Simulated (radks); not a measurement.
Zn4+, 26 electrons, occupied as [Ar] 3d8. Calculated with a radial shooting solver on a logarithmic mesh with Libxc functionals: scalar-relativistic Kohn-Sham, SCAN, spin-polarised, spherical densities, finite nucleus; open shells are filled with parallel spins first; meta-GGA in the generalised Kohn-Sham scheme; Fermi nuclear charge, rms radius 3.9283 fm.

Radial electron density D(r) = 4 pi r^2 rho(r):

```
   r/bohr * D(r) (the largest magnitude, 41.9, reaches the edge; | marks zero)
 0.005477 |      *
 0.006176 |        *
 0.006908 |         *
 0.007788 |            *
 0.008781 |              *
 0.009901 |                 *
  0.01107 |                    *
  0.01249 |                       *
  0.01408 |                          *
  0.01587 |                              *
   0.0179 |                                  *
  0.02002 |                                     *
  0.02257 |                                         *
  0.02545 |                                            *
  0.02869 |                                              *
  0.03209 |                                               *
  0.03618 |                                               *
   0.0408 |                                              *
    0.046 |                                             *
  0.05186 |                                          *
  0.05801 |                                        *
  0.06541 |                                      *
  0.07375 |                                     *
  0.08315 |                                      *
    0.093 |                                        *
   0.1049 |                                           *
   0.1182 |                                                *
   0.1333 |                                                    *
   0.1503 |                                                      *
   0.1681 |                                                      *
   0.1895 |                                                   *
   0.2137 |                                              *
    0.241 |                                       *
   0.2695 |                                *
   0.3039 |                           *
   0.3426 |                        *
   0.3863 |                         *
   0.4356 |                           *
   0.4872 |                             *
   0.5493 |                               *
   0.6193 |                              *
   0.6983 |                           *
    0.781 |                       *
   0.8806 |                 *
   0.9929 |            *
    1.119 |        *
    1.262 |    *
    1.412 |  *
    1.592 | *
    1.795 |*
    2.024 *
    2.263 *
    2.552 *
    2.877 *
```

D(r) has 3 maxima, at r = 0.0350, 0.159, 0.567 bohr, and minima at 0.0749, 0.359 bohr, inside which lie 2.09, 10.89 electrons.
